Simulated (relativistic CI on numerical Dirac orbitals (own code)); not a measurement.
# Line list: Electric-dipole lines, Cd30+

These numbers are calculated, not measured: Dirac-Coulomb-Breit CI, orbitals from a KLI potential per configuration, model QED, unscaled Slater integrals (own radial code, finite nucleus).

Configurations in the expansion (outside the closed core [Ne]): 3s²3p⁶, 3s²3p⁵3d, 3s3p⁶3d, 3s²3p⁵4s, 3s²3p⁵4p, 3s²3p⁵4d, 3s3p⁶4s, 3p⁶3d4p, 3s²3p⁵4f, 3s3p⁶4p, 3s3p⁶4d, 3s3p⁶4f, 3s²3p⁵5s, 3s²3p⁵5p, 3s²3p⁵5d, 3s²3p⁵5f, 3s²3p⁵5g, 3s3p⁶5s, 3s3p⁶5p, 3s3p⁶5d, 3s²3p⁵6s, 3s3p⁶5f, 3p⁶3d², 3p⁵3d³, 3p⁵3d²4s, 3p⁵3d²4p, 3p⁵3d²4d, 3p⁶3d4s, 3p⁵3d4s², 3p⁵3d4s4p, 3p⁵3d4s4d. Double excitations out of closed p, d and f shells are left out; levels of such configurations are missing from the list, as are those of other unlisted configurations, and high levels can miss mixing partners. These lack a partner that the ground configuration has and come out too high: 3s²3p⁵4f, 3s²3p⁵5s, 3s²3p⁵5p, 3s²3p⁵5d, 3s²3p⁵5f.

```csv
λ vac (Å),Lower,Upper,A (s⁻¹),E lower (10³ cm⁻¹),E upper (10³ cm⁻¹)
10.625,3s²3p⁵3d ³F°4 [6],3s²3p⁵5f ³G5 [217],7.48e+12,1193.4,10605.6
12.954,3s²3p⁶ ¹S0 [1],3s²3p⁵4d ¹P°1 [157],2.14e+13,0.0,7719.4
14.274,3s²3p⁵3d ³P°1 [3],3s²3p⁵4f ³D2 [166],1.14e+13,1108.2,8113.8
14.295,3s²3p⁵3d ³F°2 [10],3s²3p⁵4f ³G3 [175],1.84e+13,1490.3,8485.7
14.309,3s²3p⁵3d ³D°2 [5],3s²3p⁵4f ¹F3 [170],5.83e+12,1162.7,8151.4
14.316,3s3p⁶3d ³D1 [14],3s3p⁶4f ³F°2 [185],1.67e+13,2415.7,9400.8
14.333,3s²3p⁵3d ³F°3 [4],3s²3p⁵4f ³G4 [168],1.79e+13,1150.6,8127.6
14.337,3s²3p⁵3d ³D°2 [5],3s²3p⁵4f ³D3 [169],8.01e+12,1162.7,8137.7
14.349,3s3p⁶3d ³D2 [15],3s3p⁶4f ³F°3 [186],1.72e+13,2434.6,9403.8
14.421,3s²3p⁵3d ¹D°2 [7],3s²3p⁵4f ¹F3 [170],1.08e+13,1217.2,8151.4
14.432,3s²3p⁵3d ³F°4 [6],3s²3p⁵4f ³G5 [167],1.94e+13,1193.4,8122.4
14.452,3s²3p⁵3d ³D°2 [11],3s²3p⁵4f ³D3 [177],1.89e+13,1574.9,8494.2
14.456,3s3p⁶3d ³D3 [16],3s3p⁶4f ³F°4 [187],1.97e+13,2491.7,9409.0
14.474,3s²3p⁵3d ¹F°3 [12],3s²3p⁵4f ³G4 [179],1.94e+13,1594.9,8503.7
14.514,3s²3p⁵3d ³D°3 [8],3s²3p⁵4f ³F4 [171],1.75e+13,1275.0,8165.0
14.559,3s3p⁶3d ¹D2 [17],3s3p⁶4f ¹F°3 [188],1.86e+13,2572.8,9441.5
14.660,3s²3p⁵3d ³D°1 [9],3s²3p⁵4f ¹D2 [172],1.23e+13,1369.9,8191.4
57.311,3s²3p⁶ ¹S0 [1],3s²3p⁵3d ¹P°1 [13],9.30e+11,0.0,1744.9
58.547,3p⁶3d² ³F4 [21],3p⁵3d³ ³F°4 [124],7.66e+11,5016.6,6724.7
58.718,3p⁶3d² ¹G4 [24],3p⁵3d³ ¹G°4 [133],9.36e+11,5094.4,6797.5
```

Terms are leading LS components. Brackets give the number of a level in order of energy, since labels repeat. The list gives strong lines, with weight on those to low levels, without lines whose two gauges differ by over a factor of 2.5, among the lowest 400 of 1338 levels, so that lines to higher ones, which can be the strongest, are missing. Levels whose partners in the same complex of configurations lie outside the list can be far off, and so can their lines. Rates are taken at the computed energies, electric ones in the length gauge.

At this charge energies of transitions that change n are usually good to better than 1 %, and those within a shell (Δn = 0) to a few per cent.

LS names give the leading component of a level, which can be under half, so a name can repeat, a term be missing and a line seem to break the LS rules.
